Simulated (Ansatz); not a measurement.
Isomers of C2H7SSb, relaxed with PBE0-D4/def2-TZVP in Ansatz; electronic energies, one conformer each and not always the lowest. Functionals use def2-TZVPP; CBS adds triple-zeta CCSD(T) − MP2 to the MP2 limit of def2-TZVPP and def2-QZVPP.

Elements past krypton have def2 core potentials. Outer-core shells of Sb are correlated without core-valence functions. Spin–orbit coupling is left out.

Task: Order them by energy at frozen-core CCSD(T)/CBS, lowest first. (An estimate is asked.)
A. `[CH3][Sb]([CH3])[SH]`
B. `C[CH](S)[SbH2]`
C. `C[S][SbH][CH3]`

Result: A (0.0 kcal/mol), C (11.8 kcal/mol), B (34.2 kcal/mol).

Task: How do PBE0-D4, B2PLYP, PBE-D4, ωB97M-V place them (kcal/mol, against `[CH3][Sb]([CH3])[SH]`)? (Estimate.)

Result: Ansatz gave: 
| isomer | PBE0-D4 | B2PLYP | PBE-D4 | ωB97M-V |
| --- | --- | --- | --- | --- |
| `C[S][SbH][CH3]` | 9.9 | 10.6 | 9.7 | 10.6 |
| `C[CH](S)[SbH2]` | 32.7 | 33.8 | 32.6 | 32.6 |
